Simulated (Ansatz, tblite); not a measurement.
Isomers of Si₃W⁻ (doublet), found by a short tight-binding search and relaxed with PBE0-D4/def2-SVPD in Ansatz.

In the def2 sets W takes a core potential; there is no spin–orbit coupling. The xTB rows come from tblite.

Run but left out: HF/def2-TZVPD, MP2/def2-TZVPD, CCSD/def2-TZVPD, CCSD(T)/def2-TZVPD (A: ⟨S²⟩ 3.12, where a pure state has 0.75).

A: At r2SCAN-D4/def2-TZVPD, PBE0-D4/def2-TZVPD, r2SCAN0-D4/def2-TZVPD the charge -1 doublet is spin-contaminated (final ⟨S²⟩ up to 0.96, 0.75 for a pure state). B: At PBE-D4/def2-TZVPD, r2SCAN-D4/def2-TZVPD, PBE0-D4/def2-TZVPD the highest occupied level of the charge -1 doublet lies above zero (up to 0.84 eV). By energy differences its removal costs 1.19 eV (vertical, to the charge 0 singlet, at PBE-D4/def2-TZVPD); a positive level beside a positive removal energy at the same level points to self-interaction error.

Other spin states were run for one of them alone.

A:

```
atom   x (Å)   y (Å)   z (Å)
  W1  -0.072   0.291   1.268
 Si2  -1.884  -0.337  -0.031
 Si3   1.884   0.337   0.029
 Si4   0.072  -0.290  -1.266
```

B:

```
atom    x (Å)    y (Å)    z (Å)
  W1   0.3296  -0.1773  -1.1586
 Si2   1.1238   1.2890   0.3891
 Si3  -1.5804   0.3015   0.0107
 Si4   0.1270  -1.4132   0.7587
```

Problem. Estimate which lies lowest at each level, and how far above it the others are (eV).

Solution. 
```csv
level,A,B
GFN2-xTB,0.00,0.89
PBE-D4/def2-TZVPD,0.06,0.00
r2SCAN-D4/def2-TZVPD,0.00,0.05
PBE0-D4/def2-TZVPD,0.03,0.00
r2SCAN0-D4/def2-TZVPD,0.00,0.05
ωB97X-V/def2-TZVPD,0.14,0.00
```
Point groups (tolerance 0.1 Å): A Cs, B Cs. Lower isomers may exist.
